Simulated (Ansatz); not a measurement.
A structure relaxed at PBE0-D4/def2-TZVP, charge 0, multiplicity 1:

Cartesian coordinates in Å:
```
C 0.1641 -0.4440 -0.4423
Sn -0.0784 1.6543 0.0765
F -0.6831 1.2397 1.8854
H -0.7891 -0.9591 -0.2891
H 0.8905 -0.8949 0.2409
H 0.4960 -0.5959 -1.4713
```

Q: Give its formula and SMILES.

A: CH3FSn, `[CH3][Sn][F]`.

Q: Point group (tolerance 0.08 Å, 0.16 Å for H)?

A: Cs.

Q: Summarise the bond lengths by kind.

A: 1 × C–Sn 2.175 Å; 3 × C–H 1.092 to 1.094 Å; 1 × F–Sn 1.952 Å.

All numbers were calculated with Ansatz.
